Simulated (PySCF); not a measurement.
Be(OMe)(SiH3), SMILES [SiH3][Be][O]C (CH6BeOSi), singlet, CAM-B3LYP/def2-SVP optimised geometry.

```
10

Be     0.22    -0.11     0.00
O     -1.17    -0.11     0.00
C     -2.55    -0.12     0.00
H     -2.94    -0.08    -1.03
H     -2.94    -1.03     0.49
H     -2.95     0.76     0.55
Si     2.38    -0.11     0.00
H      2.95     1.18     0.49
H      2.95    -0.33    -1.37
H      2.95    -1.18     0.87
```

Density from PySCF with CAM-B3LYP/def2-TZVP at that geometry.

Minimum of the electron density along straight lines between bonded atoms, close to the bond critical point (lines longer than 1.1 times the sum of covalent radii, or with two minima, are not listed):

```csv
bond,length / Å,ρ at the minimum / e bohr⁻³,∇²ρ there / e bohr⁻⁵,position (fraction from the first atom)
Be1–O2,1.388,0.135,[?],0.36
O2–C3,1.381,0.266,-0.38,0.66
C3–H4,1.103,0.279,-0.98,0.65
C3–H5,1.103,0.279,-0.98,0.65
C3–H6,1.103,0.279,-0.98,0.65
Be1–Si7,2.157,[?],[?],0.30
Si7–H8,1.495,0.117,0.15,0.49
Si7–H9,1.495,0.117,0.15,0.49
Si7–H10,1.495,0.117,0.15,0.49
```

Problem. Complete the blanks.

Solution. 
- Be1–O2, ∇²ρ there / e bohr⁻⁵: 1.29
- Be1–Si7, ρ at the minimum / e bohr⁻³: 0.075
- Be1–Si7, ∇²ρ there / e bohr⁻⁵: -0.02
